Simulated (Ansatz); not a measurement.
Reaction (SMILES): N[Si](N)(Cl)Cl -> [NH][Si](N)(Cl)Cl + H atom (the H-N bond at the site shown breaks; other sites are not compared here)
Each molecule is optimised on its own at B3LYP-D3(BJ)/def2-TZVP (Ansatz, a quantum-chemistry and plane-wave program), one conformer each, not searched for the lowest. Frequencies are from Ansatz.

Property: bond dissociation energy (enthalpy at 298 K, with B3LYP-D3(BJ) rigid-rotor harmonic-oscillator terms), in kcal/mol. Valence correlation only, unless marked. Open shells are spin-unrestricted. Spin-orbit coupling is left out. No relativistic terms. CBS(X,Y): correlation extrapolated as X^-3; Hartree-Fock from the larger set. [CCSD(T)-MP2]/basis is that difference in the basis named.

```
level                          program  bond dissociation energy (kcal/mol)
----------------------  --------------  -----------------------------------
SVWN5/def2-TZVPD                Ansatz                                123.4
BLYP-D3(BJ)/def2-TZVPD  Ansatz + dftd3                                107.3
revPBE/def2-TZVPD               Ansatz                                105.0
r2SCAN-D4/def2-TZVPD    Ansatz + dftd4                                107.6
B97M-V/def2-TZVPD               Ansatz                                109.4
PBE0/def2-SVP                   Ansatz                                109.2
PBE0-D4/def2-TZVPD      Ansatz + dftd4                                109.4
```

Q: Estimate the value at RI-MP2/CBS(cc-pV(T+d)Z,cc-pV(Q+d)Z)+[CCSD(T)-MP2]/cc-pV(T+d)Z as computed with Ansatz.

A: 114.9 kcal/mol, so PBE0-D4/def2-TZVPD differs from it by -5.5 kcal/mol.
